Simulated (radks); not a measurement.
Se XXVII, configuration [He] 2s2 2p4 (the NIST ground configuration).

Method: Dirac Kohn-Sham, PBE, spin-unpolarised, spherical densities, point nucleus; open shells are shared between the two j in proportion to 2j + 1; computed with a radial shooting solver on a logarithmic mesh with Libxc functionals.

Energy parts (eV):
total: -50712.593
kinetic: 52167.958
electron-nucleus: -107792.706
Hartree: 6150.249
exchange-correlation: -1238.094

Orbitals (lengths in bohr, moments of r in powers of bohr; <r^-3> diverges for s and p1/2; r(max) is where P^2 peaks):
| orbital | occ. | eigenvalue (eV) | <1/r> | r(max) | <r^4> | <r^-3> |
|---|---|---|---|---|---|---|
| 1s1/2 | 2 | -14003.44 | 34.61 | 0.02877 | 0.00001740 | - |
| 2s1/2 | 2 | -2925.454 | 8.025 | 0.1608 | 0.002894 | - |
| 2p1/2 | 1.33333 | -2796.215 | 7.968 | 0.1257 | 0.001898 | - |
| 2p3/2 | 2.66667 | -2749.881 | 7.728 | 0.1286 | 0.002030 | 1296 |
| 3s1/2 | 0 | -1193.271 | 3.322 | 0.4283 | 0.07630 | - |
| 3p1/2 | 0 | -1151.115 | 3.279 | 0.4053 | 0.06733 | - |
| 3p3/2 | 0 | -1139.083 | 3.216 | 0.4104 | 0.07022 | 339.2 |

The highest occupied level is 2p3/2 at -2749.9 eV. Summed over all electrons, <r^2> = 0.2164 bohr^2, which gives a Langevin (diamagnetic) susceptibility term of -0.171 x 10^-6 cm^3/mol. For comparison, the ionisation energy in NIST's Atomic Spectra Database is 2820 eV (semi-empirical). In exact Kohn-Sham theory the highest level is minus the ionisation energy, but local and semilocal functionals leave it too shallow, through self-interaction and a potential that decays too fast; potentials with the right tail come closer.

Beside tabulated values, note that spin-unpolarised runs miss the spin-polarisation part of the exchange energy of open shells.
